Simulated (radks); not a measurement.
Values are calculated unless marked as measured or tabulated.
Question: Coherent X-ray form factor from a spherical all-electron density. Level of theory: scalar-relativistic Kohn-Sham, BP86, spin-polarised, spherical densities, point nucleus (a radial shooting solver on a logarithmic mesh with Libxc functionals).

| sin(theta)/lambda (1/angstrom) | f0 (electrons) |
|---|---|
| 0.05 | 79.066 |
| 0.1 | 76.515 |
| 0.15 | 72.926 |
| 0.2 | 68.895 |
| 0.25 | 64.831 |
| 0.3 | 60.952 |
| 0.4 | 54.033 |
| 0.5 | 48.247 |
| 0.6 | 43.412 |
| 0.8 | 35.704 |
| 1 | 29.639 |
| 1.25 | 23.755 |
| 1.5 | 19.614 |
| 2 | 15.060 |

The species is in the configuration that NIST lists as its ground one. Which atom or ion scatters so?

Answer: The thallium ion Tl+, [Hg]. Extrapolating in s^2 from the first two rows gives f0(0) = 79.9, near the electron count 80; among species with that count, the fall with angle is slower the higher Z, and the table is that of Z = 81; from so few rows the species is fixed only to a neighbour or two.
